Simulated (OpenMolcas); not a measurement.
Ni6+: effect of the active space

```
Program             : OpenMolcas
Method              : SS-CASPT2 or its RAS form, IPEA 0.25 Eh, imaginary shift 0.1 Eh
Basis               : ANO-RCC-VQZP
Scalar Hamiltonian  : DKH2, point nucleus
Spin-orbit coupling : RASSI with atomic mean-field integrals over the reference wave functions, term energies averaged over their components
```

A. 4 electrons in 5 orbitals (3d); 2S+1 = 5 even, 5 roots; 2S+1 = 3 even, 45 roots; 2S+1 = 1 even, 50 roots; closed shells correlated: 3s 3p; CASPT2 step of the order of 50 core-seconds
B. 10 electrons in 8 orbitals (RAS1 3p, at most 2 holes; RAS2 3d); 2S+1 = 5 even, 5 roots; 2S+1 = 3 even, 45 roots; 2S+1 = 1 even, 44 roots; closed shells correlated: 3s; CASPT2 step about 2.1 core-minutes
C. 4 electrons in 10 orbitals (3d 4d); 2S+1 = 5 even, 5 roots; 2S+1 = 3 even, 45 roots; 2S+1 = 1 even, 44 roots; closed shells correlated: 3s 3p; CASPT2 step roughly 21 core-minutes

Energies in cm-1 above 3d4 5D0, the measured ground level; measured values from Corliss and Sugar, J. Phys. Chem. Ref. Data 10, 197 (1981).

```csv
Level,A,B,C,Measured
3d4 5D0,0.0,0.0,0.0,0.0
3d4 5D1,283,289,285,279
3d4 5D2,820,835,826,804
3d4 5D3,1569,1596,1582,1520
3d4 5D4,2490,2530,2520,2392
3d4 3P0(1),30470,30840,30640,30077
3d4 3H4,32100,32070,32180,31672
3d4 3P1(1),32150,32560,32340,31836
3d4 3H5,32750,32730,32850,32286
3d4 3H6,33430,33410,33560,32877
3d4 3F2(1),34720,35030,34840,34247
3d4 3F3(1),34820,35130,34950,34317
3d4 3P2(1),34850,35320,35060,34555
3d4 3F4(1),35110,35470,35270,34576
3d4 3G3,38780,39050,38880,38160
3d4 3G4,39440,39730,39560,38746
3d4 3G5,39980,40240,40130,39247
3d4 3D3,47570,48160,47710,
3d4 3D2,47800,48390,47940,
3d4 3D1,48070,48660,48180,
3d4 1G4(1),48330,48700,48600,
3d4 1I6,48960,48620,49080,
3d4 1F3,68360,68570,68610,
3d4 3P2(2),79940,80090,80100,
```

Deviations, from unrounded energies. A percentage is the sum of absolute deviations over the sum of measured energies, with the sign that they share, or ± where signs differ.

```json
{"Against measurement": "mean absolute deviation (cm-1)", "Levels": "16", "A": "390", "B": "580", "C": "490"}
{"Against measurement": "fine structure of the ground term (%)", "Levels": "4", "A": "+3.4", "B": "+5.2", "C": "+4.3"}
{"Against measurement": "other terms of the ground configuration (%)", "Levels": "12", "A": "+1.5", "B": "+2.2", "C": "+1.9"}
```

A lies closest to measurement on these levels and B furthest from it. The largest miss of A in the table is 3d4 3G5, by +730 cm-1. The ranking rests on the paired levels alone, and a cruder setting can come out closer through cancelling errors.

The spin-orbit steps hold different terms of 3d4 (B lacks a 1D, a 1S; C lacks a 1D, a 1S), which shifts levels as well.

Among A to C the level of the table that moves most is 3d4 3D3, by 590 cm-1 (lowest in A, highest in B). Moves below CASPT2's spread within the term are not significant.

CASPT2 does not keep the components of a term degenerate, so their means are used; among the terms shown or strongly mixed into the levels shown the widest spread is 300 cm-1 (3d4 1I, A). The CASPT2 spread within a term exceeds the gap to the next term for 3d4 3D and 3d4 1G(1), so the order of their levels is uncertain (figures for A; the like holds for B). Active for correlation alone: 3p; no level in the range computed is led by a configuration that opens it, so any true level of that kind is missing (holds for B). Active for correlation alone: 4d; no level in the range computed is led by a configuration that fills it, so any true level of that kind is missing (holds for C). Measured partners are found by configuration, term and J. A level has none where our copy of the source lacks it or the pairing is in doubt (some pairs that miss far off the trend of their configuration count as doubtful), and it then counts in no deviation. Levels of configurations outside the active space are missing. Levels that lie high or do not pair safely by name in every column are left out.

A number in round brackets counts repeated terms of one configuration in the order of the reference energies.
